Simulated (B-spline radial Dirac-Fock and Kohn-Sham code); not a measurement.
# Photoelectron lines of Mg⁵⁺ at 6000 eV

System: Mg⁵⁺, [He] 2s2 2p3.

Input of the calculation (task.json; shells as n, l, electrons):

```json
{"items": [{
  "Z": 12,
  "q": 5,
  "cfg": [[1, 0, 2], [2, 0, 2], [2, 1, 3]],
  "A": 24,
  "rrms": 3.057,
  "do": ["binding", "quiet", "photo"],
  "hv": [60, 171.0, 1160.0, 4000, 6000, 8047.8, 17479.3, 19300.0, 23600.0, 52700.0, 59318.2, 90500.0, 98400.0, 100000, 117000.0, 150000]
}]}
```

Launch: `python xray_run.py task.json out`

These are calculated numbers from a radial B-spline solver; the model is Dirac-Hartree-Slater photoionisation with all multipoles and Dirac-Fock thresholds. The asymmetry parameter β is from the dipole term alone. Kinetic energies are from the vacuum level. Open shells are spread statistically over j, without multiplet splitting.

The last column is dσ/dΩ = σ/(4π) · [1 + β P₂(cos θ)] at θ = 0° from the polarisation vector of linearly polarised light.

```csv
subshell,electrons,binding (eV),kinetic (eV),σ (kb),β,dσ/dΩ (kb/sr)
K (1s),2,1468.4,4531.6,3.56,2.00,0.850
L1 (2s),2,211.5,5788.5,0.255,2.00,0.0609
L2 (2p1/2),1,182.2,5817.8,0.00735,0.34,0.000782
L3 (2p3/2),2,181.8,5818.2,0.0143,0.32,0.00150
```

Branching ratios of the spin-orbit partners (statistical value in brackets): 2p 1.95 (2.00).
